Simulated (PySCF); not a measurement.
C₅H₁₁O, SMILES C[CH]CC(C)O, multiplicity 2. Atoms are numbered in the order given.

```xyz
17

C      2.4831    -0.1354    -0.1748
C      1.4256    -0.0777     0.8727
C      0.1516     0.6665     0.6455
C     -0.7621     0.0325    -0.4204
C     -2.0528     0.8220    -0.6168
O     -1.0288    -1.2951     0.0050
H      2.2645    -0.9100    -0.9417
H      3.4701    -0.3881     0.2461
H      2.5758     0.8220    -0.7178
H      1.4589    -0.8105     1.6844
H     -0.4272     0.7338     1.5821
H      0.3650     1.7014     0.3155
H     -0.2045     0.0194    -1.3811
H     -2.6899     0.3519    -1.3852
H     -2.6236     0.8580     0.3247
H     -1.8464     1.8542    -0.9421
H     -1.5847    -1.7179    -0.6618
```
Charge 0, spin multiplicity 2.

Geometry optimised at B3LYP-D3(BJ)/def2-SVP. The isomer is the one that the SMILES or the coordinates give; other isomers of the formula were not compared. The values are those of a single conformer.

The numbers are results of PySCF 2.14.0 with B3LYP-D3(BJ)/def2-SVP, not measurements.

Harmonic, unscaled wavenumbers; measured fundamentals usually lie a few per cent lower.

```csv
mode,ν (cm⁻¹),IR (km/mol),moving atoms (share of kinetic energy)
1,24,0.2,"C 43 %, H 36 %, O 21 %"
2,97,2.0,"C 51 %, H 41 %"
3,133,0.2,"H 84 %, C 13 %"
4,221,2.5,"H 45 %, C 35 %, O 20 %"
5,253,0.4,H 96 %
6,300,102.3,H 89 %
7,325,4.5,"C 50 %, H 43 %"
8,410,6.8,"H 40 %, C 35 %, O 25 %"
9,436,7.8,"H 56 %, C 36 %, O 8 %"
10,482,9.7,"H 46 %, C 37 %, O 17 %"
11,538,20.0,"C 67 %, H 30 %"
12,834,5.5,"C 52 %, H 36 %, O 13 %"
13,870,6.9,"H 57 %, C 39 %"
14,906,1.3,"H 52 %, C 45 %"
15,945,12.6,"H 54 %, C 38 %, O 8 %"
16,981,2.5,"H 68 %, C 31 %"
17,1018,3.0,"H 66 %, C 29 %"
18,1077,16.5,"H 54 %, C 45 %"
19,1120,58.4,"C 57 %, H 33 %, O 9 %"
20,1149,17.5,"C 48 %, H 45 %"
21,1161,9.7,"C 51 %, H 47 %"
22,1222,12.9,"H 79 %, C 20 %"
23,1286,26.2,"H 80 %, C 17 %"
24,1312,16.1,"H 75 %, C 24 %"
25,1363,1.9,"H 79 %, C 21 %"
26,1375,7.3,"H 76 %, C 23 %"
27,1395,7.6,"H 71 %, C 29 %"
28,1400,22.3,"H 61 %, C 38 %"
29,1406,9.3,"H 72 %, C 25 %"
30,1441,3.2,"H 87 %, C 13 %"
31,1449,4.8,H 92 %
32,1458,3.7,"H 91 %, C 9 %"
33,1464,5.5,H 95 %
34,1472,3.8,"H 91 %, C 9 %"
35,2944,13.5,H 95 %
36,2954,68.9,H 93 %
37,2997,25.3,H 94 %
38,3020,23.3,H 97 %
39,3036,26.3,H 93 %
40,3069,23.6,"H 91 %, C 9 %"
41,3092,21.4,"H 91 %, C 9 %"
42,3098,28.2,"H 91 %, C 9 %"
43,3118,24.1,"H 90 %, C 10 %"
44,3175,17.9,"H 92 %, C 8 %"
45,3817,22.3,H 94 %
```
